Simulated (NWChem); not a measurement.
# ZnSH, doublet; SMILES [SH][Zn]

Program: NWChem. Spin-unrestricted. In the optimisation the excess spin sits in a' (Cs, its own frame). The spin multiplicity was typed, not searched, and may not be the lowest. No stability test was run on the SCF state. The level has its own optimisation; frequencies are unscaled.

What does the run give for UHF/3-21G? Quantities: r S–Zn (Å); r H–S (Å); highest harmonic frequency (cm⁻¹); lowest (cm⁻¹); zero-point energy (kcal/mol); dipole (D).


| Property | Result |
|---|---|
| r S–Zn (Å) | 2.305 |
| r H–S (Å) | 1.353 |
| highest harmonic frequency (cm⁻¹) | 2632 |
| lowest (cm⁻¹) | 352 |
| zero-point energy (kcal/mol) | 5.1 |
| dipole (D) | 3.60 |
